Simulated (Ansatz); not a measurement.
Ideal-gas functions of `F[SiH]([SiH3])S` at 500 K and 1 bar, from an Ansatz frequency run at PBE0-D4/def2-TZVP.

Molar mass 112.28 g/mol, point group C1 (symmetry number 1), electronic degeneracy 1, moments of inertia 123.821, 236.702, 328.431 u Å². Harmonic wavenumbers (cm⁻¹, unscaled): 96, 113, 178, 229, 250, 404, 499, 505, 545, 675, 802, 837, 878, 892, 933, 936, 2217, 2229, 2236, 2242, 2706.

Use S(trans) = R[1.5 ln M + 2.5 ln T − 1.1517]; rotational temperatures θ = 24.2544 K / I; S(rot) = R[ln(√π/σ · √(T³/θAθBθC)) + 1.5]; for each mode x = 1.438777 ν̃/T, S = R[x/(eˣ − 1) − ln(1 − e⁻ˣ)] and H = RT x/(eˣ − 1); 1 cm⁻¹ = 0.0119627 kJ/mol; R = 8.31446 J/(mol·K).

Q: By hand: the entropy, in J/(mol·K).

A: Translation 178.5. Rotation: θ = 0.1959, 0.1025, 0.0738 K, giving 121.8. Vibration, mode by mode: 19.04, 17.69, 13.97, 11.93, 11.23, 7.52, 5.99, 5.90, 5.38, 3.99, 2.99, 2.76, 2.52, 2.44, 2.22, 2.21, 0.10, 0.10, 0.10, 0.10, 0.03, in all 118.2. Electronic 0.0. Sum 418.5 J/(mol·K).

Q: By hand: H − E and G − E in kJ/mol, counted from the electronic energy.

A: Zero-point energy ½ × 20402 × 0.0119627 = 122.0; thermal vibration 30.7; translation, rotation and pV give 4 RT = 16.6. H − E = 169.3 kJ/mol, and G − E = 169.3 − 500 × 418.5/1000 = -39.9 kJ/mol.

Vibration gives 28 % of the entropy, 36.7 J/(mol·K) of it from the modes under 150 cm⁻¹: soft modes count most, and the harmonic formula is weakest for them. The sum counts one conformer and one mirror image; others add a mixing term.
